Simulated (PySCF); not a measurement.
Isomers of C6H9NO2, one GFN2-xTB conformer each. Single-point energies are computed at PBE0/pcSseg-1 (PySCF, gas phase, no added dispersion term), electronic only.

| SMILES | GFN2-xTB relative energy (kcal/mol) |
| --- | --- |
| COC/C(C#N)=C\CO | 50.5 |
| O=CN[C@@H]1C=C[C@@H]1CO | 33.7 |
| CC(=O)[C@@H]1C[C@H]1NC=O | 15.4 |
| C=CO/C=C/NC(C)=O | 24.0 |
| COC(=O)[C@@H]1C=NCC1 | 0.0 |

Conformers: `[CH3:1][O:2][CH2:3]/[C:4]([C:5]#[N:6])=[CH:7]\[CH2:8][OH:9]` with C1–O2–C3–C4 -178°, O2–C3–C4–C5 120°, C4–C7–C8–O9 79°, C7–C8–O9–H -59°; `[O:1]=[CH:2][NH:3][C@@H:4]1[CH:5]=[CH:6][C@@H:7]1[CH2:8][OH:9]` with O1–C2–N3–C4 3°, C2–N3–C4–C5 -129°, C6–C7–C8–O9 -46°, C7–C8–O9–H 58°; `[CH3:1][C:2](=[O:3])[C@@H:4]1[CH2:5][C@H:6]1[NH:7][CH:8]=[O:9]` with C1–C2–C4–C5 -156°, C5–C6–N7–C8 -161°, C6–N7–C8–O9 0°; `[CH2:1]=[CH:2][O:3]/[CH:4]=[CH:5]/[NH:6][C:7]([CH3:8])=[O:9]` with C1–C2–O3–C4 -179°, C2–O3–C4–C5 -179°, C4–C5–N6–C7 -179°, C5–N6–C7–C8 180°; `[CH3:1][O:2][C:3](=[O:4])[C@@H:5]1[CH:6]=[N:7][CH2:8][CH2:9]1` with C1–O2–C3–O4 0°, O2–C3–C5–C6 80°.

**Question.** What does PBE0/pcSseg-1 give for the same structures?

**Answer.** 
```json
{"SMILES": "COC(=O)[C@@H]1C=NCC1", "PBE0/pcSseg-1 E (Eh)": "-438.69825", "PBE0/pcSseg-1 (kcal/mol)": "0.0", "GFN2-xTB (kcal/mol)": "0.0", "point group": "C1"}
{"SMILES": "CC(=O)[C@@H]1C[C@H]1NC=O", "PBE0/pcSseg-1 E (Eh)": "-438.69254", "PBE0/pcSseg-1 (kcal/mol)": "3.6", "GFN2-xTB (kcal/mol)": "15.4", "point group": "C1"}
{"SMILES": "C=CO/C=C/NC(C)=O", "PBE0/pcSseg-1 E (Eh)": "-438.66431", "PBE0/pcSseg-1 (kcal/mol)": "21.3", "GFN2-xTB (kcal/mol)": "24.0", "point group": "near Cs"}
{"SMILES": "O=CN[C@@H]1C=C[C@@H]1CO", "PBE0/pcSseg-1 E (Eh)": "-438.65953", "PBE0/pcSseg-1 (kcal/mol)": "24.3", "GFN2-xTB (kcal/mol)": "33.7", "point group": "C1"}
{"SMILES": "COC/C(C#N)=C\\CO", "PBE0/pcSseg-1 E (Eh)": "-438.63668", "PBE0/pcSseg-1 (kcal/mol)": "38.6", "GFN2-xTB (kcal/mol)": "50.5", "point group": "C1"}
```

Both levels put the same isomer lowest; measured from each level's own lowest isomer, the values differ by up to 11.9 kcal/mol (COC/C(C#N)=C\CO: 50.5 against 38.6). As drawn, the lowest has a C=O bond, a C=N bond and a C(=O)–O unit, which the highest lacks; the highest has a C≡N group, an O–H bond and a C=C bond outside aromatic rings, which the lowest lacks.

**Question.** Which frontier levels, dipoles and rotational constants go with these structures?

**Answer.** 
```json
{"SMILES": "COC(=O)[C@@H]1C=NCC1", "HOMO (eV, PBE0/pcSseg-1)": "-7.54", "LUMO (eV)": "-0.47", "dipole (D)": "2.16", "A, B, C (MHz)": "3090, 1207, 1089"}
{"SMILES": "CC(=O)[C@@H]1C[C@H]1NC=O", "HOMO (eV, PBE0/pcSseg-1)": "-7.14", "LUMO (eV)": "-0.56", "dipole (D)": "5.76", "A, B, C (MHz)": "2955, 885.8, 820.3"}
{"SMILES": "C=CO/C=C/NC(C)=O", "HOMO (eV, PBE0/pcSseg-1)": "-5.88", "LUMO (eV)": "-0.06", "dipole (D)": "4.90", "A, B, C (MHz)": "8011, 517.2, 487.3"}
{"SMILES": "O=CN[C@@H]1C=C[C@@H]1CO", "HOMO (eV, PBE0/pcSseg-1)": "-7.21", "LUMO (eV)": "-0.31", "dipole (D)": "4.37", "A, B, C (MHz)": "2752, 1200, 990.4"}
{"SMILES": "COC/C(C#N)=C\\CO", "HOMO (eV, PBE0/pcSseg-1)": "-7.83", "LUMO (eV)": "-1.74", "dipole (D)": "4.23", "A, B, C (MHz)": "1903, 1273, 825.7"}
```

**Question.** As an exercise, what shares would exp(−E/RT) give at 500 K from these electronic energies alone (no entropy, no degeneracies)?

**Answer.** RT = 0.994 kcal/mol: COC(=O)[C@@H]1C=NCC1 97.4 %, CC(=O)[C@@H]1C[C@H]1NC=O 2.6 %, C=CO/C=C/NC(C)=O under 0.1 %, O=CN[C@@H]1C=C[C@@H]1CO under 0.1 %, COC/C(C#N)=C\CO under 0.1 %.
